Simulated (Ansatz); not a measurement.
Consider the substitution at a C–F bond: `FCC(F)(F)F` + `[OH][Ti]([F])([F])[F]` → `FC(F)(F)C[O][Ti]([F])([F])[F]` + H–F.

Computed with Ansatz on PBE0-D4/def2-TZVP structures; ΔE is electronic, products minus reactants. CBS: MP2 limit from def2 TZ/QZ plus the TZ coupled-cluster correction, frozen cores. This one scheme is used for every species. Functionals use def2-TZVPP. B3LYP here is the variant with VWN-RPA as its local correlation; programs differ in this. For Ti outer-core shells are correlated without core-valence functions, which leaves a few kJ/mol of doubt a bond. Scalar relativity is left out up to krypton. Each species was taken in one conformer, which may not be the lowest.

| level | ΔE (kJ/mol) | difference from CCSD(T)/CBS |
| --- | --- | --- |
| revPBE-D4 | -18.3 | 2.8 |
| BLYP-D4 | -14.5 | 6.6 |
| B97M-V | -9.4 | 11.7 |
| CAM-B3LYP-D4 | -10.9 | 10.2 |
| ωB97X-V | -9.7 | 11.4 |
| PBE-QIDH | -16.2 | 4.9 |
| revPBE | -4.7 | 16.4 |
| BLYP | -1.7 | 19.4 |
| B3LYP | -3.9 | 17.2 |
| LC-ωPBE | -7.0 | 14.1 |
| CCSD/def2-SVP | -21.7 | -0.6 |
| CCSD(T)/def2-SVP | -24.7 | -3.6 |
| SCS-MP2/def2-TZVPP | -17.5 | 3.6 |
| HF/CBS(def2) | -0.9 | 20.2 |
| MP2/CBS(def2) | -24.8 | -3.7 |
| CCSD/CBS(def2) | -17.4 | 3.7 |
| CCSD(T)/CBS | -21.1 | 0 |

Largest T1 diagnostic among the species: 0.023, so the coupled-cluster value is less sure than usual.

The D4 term adds −10.4 kJ/mol with B3LYP and −6.2 kJ/mol with PBE0; it sums over pairs of atoms, weighted by their polarisabilities, and B3LYP, whose exchange is more repulsive, gets the larger term. Leaving LDA and LC-ωPBE aside and taking each functional with its dispersion term where it has one, the values spread over 8.9 kJ/mol, from revPBE-D4 to B97M-V. LDA lies −8.3 kJ/mol from PBE without D4.
